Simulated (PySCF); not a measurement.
Hf(Cl)4(NH3) (Cl4H3HfN), SMILES [NH3]->[Hf]([Cl])([Cl])([Cl])[Cl], multiplicity 1.

Geometry optimised at PBE-D3(BJ)/def2-SVP. The spin state was assumed, not searched. The def2 effective core potentials stand for the cores of Hf; spin–orbit coupling is left out.

Calculation: TDA-PBE/def2-SVPD run with PySCF.

Vertical excitations; the highest root listed may be one member of a degenerate set.  State labels are in the subgroup Cs.

| state | symmetry | energy (eV) | λ (nm) | f | main pairs |
|---|---|---|---|---|---|
| S1 | A" | 4.82 | 257 | 0.000 | HOMO→LUMO 50 %, HOMO−1→LUMO+1 50 % |
| S2 | A' | 4.90 | 253 | 0.005 | HOMO→LUMO+1, HOMO−1→LUMO, HOMO−2→LUMO+1 (degenerate set) |
| S3 | A" | 4.90 | 253 | 0.005 | HOMO−1→LUMO+1, HOMO→LUMO, HOMO−2→LUMO (degenerate set) |
| S4 | A' | 5.19 | 239 | 0.009 | HOMO−2→LUMO+1, HOMO−3→LUMO (degenerate set) |
| S5 | A" | 5.19 | 239 | 0.009 | HOMO−2→LUMO, HOMO−3→LUMO+1 (degenerate set) |
| S6 | A' | 5.22 | 238 | 0.038 | HOMO−1→LUMO 33 %, HOMO→LUMO+1 33 %, HOMO→LUMO+2 13 %, HOMO−1→LUMO+3 13 % |
| S7 | A' | 5.31 | 234 | 0.024 | HOMO−3→LUMO, HOMO−2→LUMO+1 (degenerate set) |
| S8 | A" | 5.31 | 234 | 0.024 | HOMO−3→LUMO+1, HOMO−2→LUMO (degenerate set) |
| S9 | A" | 5.58 | 222 | 0.000 | HOMO−1→LUMO+2 43 %, HOMO→LUMO+3 43 %, HOMO−4→LUMO+1 7 %, HOMO−5→LUMO 7 % |
| S10 | A' | 5.62 | 221 | 0.000 | HOMO→LUMO+2 45 %, HOMO−1→LUMO+3 45 % |
| T1 | A' | 4.63 | 268 | 0 | HOMO−1→LUMO 50 %, HOMO→LUMO+1 49 % |
| T2 | A" | 4.70 | 264 | 0 | HOMO→LUMO, HOMO−1→LUMO+1 (degenerate set) |
| T3 | A' | 4.70 | 264 | 0 | HOMO→LUMO+1, HOMO−1→LUMO (degenerate set) |
| T4 | A" | 4.79 | 259 | 0 | HOMO−1→LUMO+1 50 %, HOMO→LUMO 50 % |
Triplets are in the Tamm–Dancoff approximation.
